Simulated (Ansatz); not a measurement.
The same ligand exchange along the group B, Al, Ga, In.

Gas-phase electronic energies from Ansatz, PBE0-D4/def2-TZVP geometries. CBS: MP2 limit from def2 TZ/QZ plus the TZ coupled-cluster correction, frozen cores. This one scheme is used for every species. DFT in def2-TZVPP. def2 core potentials past Kr. For Ga, In outer-core shells are correlated without core-valence functions, which leaves a few kJ/mol of doubt a bond. Scalar relativity is left out up to krypton. One conformer a species, not always the lowest.

```tsv
reaction	CCSD(T)/CBS(def2) (kcal/mol)
`[SiH3]B(Cl)Cl` + CH₃OH → `COB(Cl)Cl` + SiH₄	-36.1
`[SiH3][Al]([Cl])[Cl]` + CH₃OH → `C[O][Al]([Cl])[Cl]` + SiH₄	?
`[SiH3][Ga]([Cl])[Cl]` + CH₃OH → `C[O][Ga]([Cl])[Cl]` + SiH₄	-4.8
`[SiH3][In]([Cl])[Cl]` + CH₃OH → `C[O][In]([Cl])[Cl]` + SiH₄	7.0
```

Q: Fill in the missing values. (Best estimate.)

A: Computed: `[SiH3][Al]([Cl])[Cl]` + CH₃OH → `C[O][Al]([Cl])[Cl]` + SiH₄: -28.9 kcal/mol.

Largest T1 diagnostic: 0.015, for `C[O][In]([Cl])[Cl]`.
